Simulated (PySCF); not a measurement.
bis(fluoromethyl)-hydroxysilane (C2H6F2OSi), SMILES O[SiH](CF)CF. Heavy atoms are numbered as in [OH:1][SiH:2]([CH2:3][F:4])[CH2:5][F:6]. Hydrogens are named by the atom that carries them.

The structure is a stationary point at ωB97X-D3(BJ)/def2-SVP. The values are those of a single conformer.

Calculation: PBE/def2-TZVP (PySCF).

Atomic charges (e), one atom of each kind:

```csv
atom,Löwdin,Mulliken,meta-Löwdin
O1 (OH),-0.09,-0.47,-0.72
Si2 (SiH),0.17,0.35,0.95
C3 (CH2),-0.46,-0.09,-0.19
F4,0.09,-0.20,-0.30
H on O1,0.18,0.31,0.35
H on Si2,-0.02,-0.01,-0.09
H on C3,0.12,0.10,0.12
```

Computed Mayer and Wiberg (Löwdin basis) orders of the bonds:
| bond | Mayer | Wiberg |
|---|---|---|
| O1–Si2 | 1.24 | 1.68 |
| Si2–C3 | 0.94 | 1.10 |
| C3–F4 | 1.00 | 1.67 |
| Si2–C5 | 0.94 | 1.10 |
| C5–F6 | 1.00 | 1.67 |
